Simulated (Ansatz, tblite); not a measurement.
Removing and adding an electron: cyclo-(Me2SnS)3 (C6H18S3Sn3). Charge 0, multiplicity 1. Geometry: PBE-D4/def2-SVP. Ansatz, gas phase; energy differences of separate SCF runs; the oxidised species was run as a doublet alone; the reduced species was run as a doublet alone.

| atom | x (Å) | y (Å) | z (Å) |
| --- | --- | --- | --- |
| Sn1 | -1.0768 | -1.8009 | -0.9320 |
| C2 | -2.7319 | -1.4385 | 0.4203 |
| C3 | -1.4940 | -3.1841 | -2.5463 |
| S4 | 0.8228 | -2.7605 | 0.2912 |
| Sn5 | 1.8090 | -0.7045 | 1.1988 |
| C6 | 3.0637 | 0.2424 | -0.2944 |
| C7 | 2.8225 | -1.2877 | 3.0223 |
| S8 | 0.0219 | 0.8283 | 1.9217 |
| Sn9 | -0.5655 | 1.9007 | -0.2067 |
| C10 | -2.6118 | 2.5709 | 0.0474 |
| C11 | 0.8475 | 3.4756 | -0.6893 |
| S12 | -0.3918 | 0.2859 | -2.0473 |
| H13 | -3.5450 | -0.9170 | -0.1204 |
| H14 | -2.3571 | -0.8195 | 1.2572 |
| H15 | -3.0972 | -2.4103 | 0.8045 |
| H16 | -2.3588 | -2.8180 | -3.1319 |
| H17 | -1.7208 | -4.1819 | -2.1242 |
| H18 | -0.6031 | -3.2517 | -3.1977 |
| H19 | 3.3692 | 1.2453 | 0.0608 |
| H20 | 2.4755 | 0.3219 | -1.2280 |
| H21 | 3.9583 | -0.3875 | -0.4630 |
| H22 | 3.5953 | -2.0445 | 2.7871 |
| H23 | 3.2944 | -0.3984 | 3.4817 |
| H24 | 2.0812 | -1.7199 | 3.7197 |
| H25 | -2.9767 | 2.9995 | -0.9055 |
| H26 | -3.2383 | 1.7057 | 0.3325 |
| H27 | -2.6526 | 3.3376 | 0.8449 |
| H28 | 1.1884 | 3.9486 | 0.2513 |
| H29 | 0.3614 | 4.2315 | -1.3356 |
| H30 | 1.7103 | 3.0310 | -1.2190 |

In the def2 sets Sn takes a core potential; there is no spin–orbit coupling. The xTB rows come from tblite. Single mean-field runs in def2-TZVP are fitted with def2-universal-jkfit. HOMO above LUMO, or a gap near zero within one spin, warns that the state may not be the lowest or that an electron is smeared out.

| level | −HOMO (eV) | vertical IE (eV) | −LUMO (eV) | vertical EA (eV) | HOMO–LUMO gap (eV) | IE − EA (eV) | remarks |
| --- | --- | --- | --- | --- | --- | --- | --- |
| GFN2-xTB | 10.04 | 12.08 | 7.78 | 6.02 | 2.26 | 6.06 | – |
| B97M-V/def2-TZVP | 5.89 | 7.87 | 1.43 | -0.14 | 4.46 | 8.01 | HOMO above zero (-1 doublet) |
| PBE0-D4/def2-TZVP | 6.66 | 8.04 | 0.79 | -0.32 | 5.87 | 8.36 | HOMO above zero (-1 doublet) |

Q: Estimate the rows for GFN1-xTB, PBE-D4/def2-TZVP.

A: 
```tsv
level	−HOMO (eV)	vertical IE (eV)	−LUMO (eV)	vertical EA (eV)	HOMO–LUMO gap (eV)	IE − EA (eV)	remarks
GFN1-xTB	10.79	12.89	7.45	5.57	3.34	7.32	–
PBE-D4/def2-TZVP	5.51	7.57	1.65	0.02	3.86	7.55	HOMO above zero (-1 doublet), gap within one spin near zero (+1 doublet), gap within one spin near zero (-1 doublet)
```

Relaxing the reduced species (PBE-D4/def2-SVP) changes its energy by -0.69 eV at PBE-D4/def2-TZVP, so the adiabatic electron affinity to this nearest minimum is 0.71 eV. At PBE0-D4/def2-TZVP it is 0.54 eV. The highest occupied level of the relaxed charge -1 doublet lies above zero (up to 0.02 eV). By energy differences its removal costs 0.71 eV (each at its own geometry, to the charge 0 singlet, at PBE-D4/def2-TZVP); self-interaction error and the lack of diffuse functions both raise the level.     A HOMO above zero means that the electron is unbound at that level or that self-interaction error raises the level; the energy of removing that electron tells which. Raw xTB energy differences between charge states are shifted by several eV; the methods need an empirical correction for them. Sets without diffuse functions give affinities that are too small. A negative affinity means that the extra electron isn't bound; its size then hangs on the basis.
